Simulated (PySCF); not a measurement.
Run record: geometry optimisation, `[PH2][GeH2][CH2][GeH3]`.

Computed with PBE0-D3(BJ)/def2-SVP geometry optimisation, gas phase (PySCF 2.14.0). Start geometry: GFN2-xTB. The command runs a driver script over a list of jobs; the input below is this job's line of settings and its coordinates in Å.

Command:
```bash
OMP_NUM_THREADS=1 python probes_run.py task.json out
```

Input:
```
{"job": {"xc": "PBE0", "basis": "def2-SVP", "d3": "d3bj", "grid": 1, "shake": 0.01, "kind": "geom"}, "charge": 0, "multiplicity": 1}
P      2.399240    -0.120690     0.858610
Ge     0.892720    -0.697850    -0.797870
C     -0.962420    -0.850630    -0.091610
Ge    -1.641690     0.861790     0.537570
H      1.941820     1.216600     0.849610
H      3.389420     0.186270    -0.054970
H      1.300250    -2.044110    -1.372320
H      0.897600     0.236440    -2.003230
H     -0.943030    -1.554910     0.762130
H     -1.594180    -1.258430    -0.847360
H     -0.907900     1.397720     1.708640
H     -3.092350     0.706210     0.988740
H     -1.673650     1.904700    -0.548270
```

Task: What does the run print?

Result: 
```
step   0  E = -4537.51104999  max force = 0.029384
step   1  E = -4537.51698243  max force = 0.007493
step   2  E = -4537.51743341  max force = 0.002236
step   3  E = -4537.51747425  max force = 0.000525
step   4  E = -4537.51748846  max force = 0.000555
step   5  E = -4537.51749123  max force = 0.000693
step   6  E = -4537.51749258  max force = 0.000702
step   7  E = -4537.51750122  max force = 0.000412
optimisation converged
```

Energies in Eh; «max force» is the largest Cartesian gradient component in Eh/bohr.

Task: Give the first gradient maximum in eV/Å.

Result: With 1 Eh/bohr = 51.422 eV/Å, 1.511 eV/Å.

Task: How much energy does the optimisation release, in kcal/mol?

Result: E(step 0) − E(last step) = 0.006451 Eh, which is 4.0 kcal/mol.

In short: final energy -4537.51750 Eh after 7 steps; dipole 0.93 D.

On an Arm Neoverse V1 with one thread, on a shared host, this took 83 s wall and 0.58 GiB of memory at its peak.
Labels such as C1 count atoms from 1, the log's own numbers from 0.
